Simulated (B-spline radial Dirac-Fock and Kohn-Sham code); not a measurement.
## Free-atom binding energies and absorption edges of Rb

Calculated with a radial finite-basis atomic code, using ΔSCF Dirac-Fock with Breit, self-energy and vacuum polarisation, finite nucleus, configuration average. Correlation and solid-state effects are left out.

Input file task.json (cfg lists n, l and occupation; rrms is the nuclear radius in fm):

```json
{"items": [{
  "Z": 37,
  "q": 0,
  "cfg": [[1, 0, 2], [2, 0, 2], [2, 1, 6], [3, 0, 2], [3, 1, 6], [3, 2, 10], [4, 0, 2], [4, 1, 6], [5, 0, 1]],
  "A": 85,
  "rrms": 4.2036,
  "do": ["binding"],
  "screen": [5, 0]
}]}
```

Command: `python xray_run.py task.json out`

Two models are given for [Kr] 5s1. In the first the electron is removed to infinity. In the second it is placed in the 5s shell, so that the atom stays neutral; this mimics a hole screened by valence charge, or the onset of absorption below the ionisation limit. The tabulated edges (Elam, Ravel and Sieber, Radiat. Phys. Chem. 63, 121 (2002)) refer to the element in its standard state, with the Fermi level as zero for a metal.

| level | ionised (eV) | screened (eV) | tabulated (eV) |
| --- | --- | --- | --- |
| K (1s) | 15205.4 | 15200.7 | 15200.0 |
| L1 (2s) | 2077.7 | 2073.0 | 2065.0 |
| L2 (2p1/2) | 1871.5 | 1866.8 | 1864.0 |
| L3 (2p3/2) | 1811.7 | 1807.0 | 1804.0 |
| M1 (3s) | 331.9 | 327.2 | 326.7 |
| M2 (3p1/2) | 257.3 | 252.6 | 248.7 |
| M3 (3p3/2) | 248.0 | 243.4 | 239.1 |
| M4 (3d3/2) | 117.4 | 112.7 | 113.0 |
| M5 (3d5/2) | 115.9 | 111.2 | 112.0 |

Task: Which of the two models lies closer to the table on average?

Result: The screened model lies closer: the mean absolute deviations are 7.1 eV (ionised) and 2.7 eV (screened). Screening lowers the levels by 4.7 eV on average.
